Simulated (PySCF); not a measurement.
Cost against size for one kind of job: GIAO PBE0/pcSseg-1 NMR shielding, non-relativistic, gas phase (PySCF 2.14.0, density-fitted response routines); work: shieldings, charges and field gradients. Hardware: one thread, Arm Neoverse V1 (aarch64), on a shared host. The host was shared with other jobs, so the times are rough. Peak memory is the resident size of the whole Python process, interpreter and libraries included.

```csv
species (SMILES),atoms,electrons,basis functions,SCF cycles,wall time,peak memory
N#C[C@@]([SiH3])(C=O)C(N)=O,15,74,190,15,28 s,0.84 GiB
FC[SiH2][Si@@H]([SiH3])[SiH2][SiH3],20,98,219,12,?,?
[BH3-][O+](CC=O)[C@H](F)C(C)=O,20,78,220,15,49 s,1.0 GiB
CCC[C@@](F)(CC)[SiH2]F,23,82,230,12,49 s,1.1 GiB
CC#C[C@@H]([BH2-][NH2+]C)/C=C/F,23,76,235,14,60 s,1.1 GiB
```

Question: Estimate the withheld figures.

Answer: `FC[SiH2][Si@@H]([SiH3])[SiH2][SiH3]`: 50 s, 1.1 GiB.

Question: Which species took longest, and how many times the shortest run?

Answer: `CC#C[C@@H]([BH2-][NH2+]C)/C=C/F`, at 60 s: about 2.1 times the shortest (28 s).
